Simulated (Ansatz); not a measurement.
B₂H₈Si₂, SMILES `B[SiH](B)[SiH3]`. Total charge 0; spin multiplicity 1.

```xyz
12

B     0.760   -1.615   -0.952
Si   -0.603   -0.211   -0.646
B    -1.738   -0.377    0.968
Si    0.889    1.404    0.248
H     1.251   -2.156   -0.005
H     1.159   -1.896   -2.043
H    -1.225    0.403   -1.853
H    -1.282   -0.901    1.941
H    -2.839    0.085    1.029
H     1.932    1.750   -0.755
H     1.547    0.868    1.467
H     0.149    2.646    0.601
```

(1) What are the harmonic wavenumbers in cm⁻¹ at PBE0-D4/def2-TZVP (Ansatz, finite differences of forces, unscaled)? (Estimate.)

(2) Is this a minimum?

(3) Give the ideal-gas thermochemistry at 298.15 K and 1 bar (rigid rotor, harmonic oscillator; point group Cs, symmetry number 1).

(4) Rotational constants (cm⁻¹)?

## Answers

(1) Ansatz gave: 32, 74, 77, 146, 230, 261, 394, 451, 478, 529, 599, 655, 692, 716, 804, 857, 899, 904, 937, 942, 1149, 1161, 2204, 2214, 2224, 2237, 2584, 2589, 2678, 2680.

(2) Yes, all 30 modes are real.

(3) Zero-point energy 193.8 kJ/mol; H(298) − E = 219.4 kJ/mol; entropy 382.4 J/(mol·K), of which translation 164.4, rotation 111.5, vibration 106.5; G(298) − E = 105.4 kJ/mol. Modes under 100 cm⁻¹ are hindered rotations or soft bends, so the harmonic entropy is rough.

(4) 0.1549, 0.1064, 0.07633.
